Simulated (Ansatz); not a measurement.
`Cl[Si](Cl)(Cl)I` + H–F → `F[Si](Cl)(Cl)Cl` + HI  (ligand exchange at the Si–I bond)

Computed with Ansatz on PBE0-D4/def2-TZVP structures; ΔE is electronic, products minus reactants. CCSD(T)/CBS is the MP2 limit (def2-TZVPP, def2-QZVPP) plus CCSD(T) − MP2 in def2-TZVPP, frozen cores. This one scheme is used for every species. DFT in def2-TZVPP. HSE06 is defined as in plane-wave codes. def2 core potentials past Kr. For I outer-core shells are correlated without core-valence functions, which leaves a few kJ/mol of doubt a bond.

Q: Is it downhill or uphill in electronic energy at CCSD(T)/CBS, and by how much? (Best estimate.)

A: The calculation gave: Downhill: ΔE = -60.0 kJ/mol.

Q: What do these levels give: BLYP-D4, PBE, BLYP, HSE06, HF/def2-QZVPP, HF/CBS(def2)? (An estimate is asked.)

A: Ansatz gave: BLYP-D4 -66.5, PBE -61.6, BLYP -81.6, HSE06 -62.3, HF/def2-QZVPP -97.4, HF/CBS(def2) -97.7 kJ/mol.

Largest T1 diagnostic among the species: 0.010.

In def2-TZVPP, CCSD(T) changes the Hartree–Fock value by +22.5 kJ/mol (the triples alone add +4.8 kJ/mol) and MP2 by +37.6 kJ/mol. From BLYP to BHLYP (50 % exact exchange), in def2-TZVPP and without D4, ΔE moves by −4.8 kJ/mol.
